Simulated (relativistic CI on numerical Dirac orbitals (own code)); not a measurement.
## Au5+: resonant inelastic scattering at the L2,3 edge

Computed with this model: Dirac-Coulomb-Breit CI, separate exchange-only KLI orbitals for each configuration, model QED, valence Slater integrals scaled by 0.8, Kramers-Heisenberg scattering through one core-hole configuration in a parametric crystal field; configurations [Xe] 4f14 5d6 → [He] 2s2 2p5 3s2 3p6 3d10 4s2 4p6 4d10 4f14 5s2 5p6 5d7; 300 K; core-hole width 5 eV; summed over polarisations. Incident energies are the highest absorption maxima for each field (at most a few, so the weaker spin-orbit partner edge can be absent), on the computed scale of the free ion. Intensities are in per cent of the strongest line above 0.02 eV; levels within 1 cm⁻¹ are merged; final levels count from the ground level, the first row holds all elastic scattering, lines under 0.4 are left out and each table stops after 24 rows. The scale of the Slater integrals is a model choice and moves the terms in proportion.

Field parameters in Wybourne normalisation: Oh B⁴₀ = 21Dq, B⁴₄ = √(5/14) B⁴₀. The field is a parameter set, without covalency.

S is read from ⟨S²⟩ = S(S + 1).

Oh, 10Dq = 10000 cm⁻¹:

```tsv
Final level (eV)	Degeneracy	Irrep	S	11920.4 eV
0.000	1	A1	1.36	659.6
0.152	2	E	1.64	20.3
0.225	3	T1	1.64	100.0
0.265	3	T2	1.81	26.6
0.794	3	T2	1.52	7.3
1.231	3	T1	1.88	4.0
1.529	2	E	1.43	9.3
1.577	1	A1	1.37	6.6
1.870	3	T1	1.26	59.2
1.923	3	T2	1.73	13.8
2.087	2	E	1.28	2.6
2.190	1	A1	1.61	1.1
2.365	3	T1	1.67	2.0
2.615	3	T2	1.29	1.4
2.732	2	E	1.07	6.4
2.817	3	T2	1.01	18.3
2.836	3	T1	1.08	26.1
2.878	3	T2	1.06	6.6
2.977	3	T1	0.88	1.7
3.009	2	E	1.00	1.2
3.210	3	T2	0.86	0.5
3.254	1	A1	0.72	2.4
3.342	3	T2	1.11	17.1
3.674	2	E	0.88	0.8
```

Oh, 10Dq = 22550 cm⁻¹:

| Final level (eV) | Degeneracy | Irrep | S | 11920.9 eV |
| --- | --- | --- | --- | --- |
| 0.000 | 1 | A1 | 0.60 | 655.0 |
| 1.314 | 2 | E | 1.32 | 8.8 |
| 1.480 | 3 | T1 | 1.29 | 100.0 |
| 1.601 | 3 | T2 | 1.28 | 34.3 |
| 2.262 | 3 | T2 | 1.80 | 2.7 |
| 2.571 | 1 | A1 | 1.49 | 8.3 |
| 2.625 | 3 | T1 | 1.47 | 65.9 |
| 3.011 | 2 | E | 1.28 | 0.9 |
| 3.087 | 3 | T1 | 1.48 | 61.2 |
| 3.493 | 2 | E | 1.50 | 1.1 |
| 3.547 | 3 | T2 | 1.19 | 31.3 |
| 3.791 | 3 | T1 | 0.96 | 16.2 |
| 4.017 | 3 | T1 | 1.49 | 3.6 |
| 4.217 | 2 | E | 1.11 | 2.4 |
| 4.236 | 1 | A1 | 1.27 | 3.9 |
| 4.246 | 3 | T2 | 0.79 | 49.7 |
| 4.675 | 1 | A1 | 1.24 | 0.4 |
| 4.835 | 3 | T2 | 0.99 | 1.0 |
| 4.907 | 3 | T1 | 1.30 | 2.3 |
| 5.126 | 3 | T2 | 1.28 | 1.7 |
| 5.162 | 3 | T1 | 1.15 | 1.6 |
| 5.257 | 3 | T2 | 0.87 | 2.6 |
| 5.650 | 2 | E | 0.83 | 0.4 |
| 5.904 | 3 | T2 | 1.01 | 0.5 |

Oh, 10Dq = 35100 cm⁻¹:

```tsv
Final level (eV)	Degeneracy	Irrep	S	11921.7 eV
0.000	1	A1	0.31	541.2
2.794	2	E	1.12	5.0
3.021	3	T1	1.04	100.0
3.025	3	T2	1.07	24.0
4.071	1	A1	1.18	22.2
4.130	3	T1	1.07	87.5
4.445	2	E	1.03	3.8
4.527	3	T2	1.39	27.1
4.844	3	T1	0.71	48.7
5.191	3	T2	1.62	11.1
5.832	3	T2	0.40	48.5
6.257	3	T2	1.85	0.7
6.327	3	T1	1.78	0.6
6.405	1	A1	1.69	0.8
7.022	2	E	0.99	1.1
8.000	3	T1	1.08	0.8
```

For the first field the strongest loss at the lowest incident energy is the level at 0.22 eV (S = 1.64, against 1.36 in the thermal ground state).
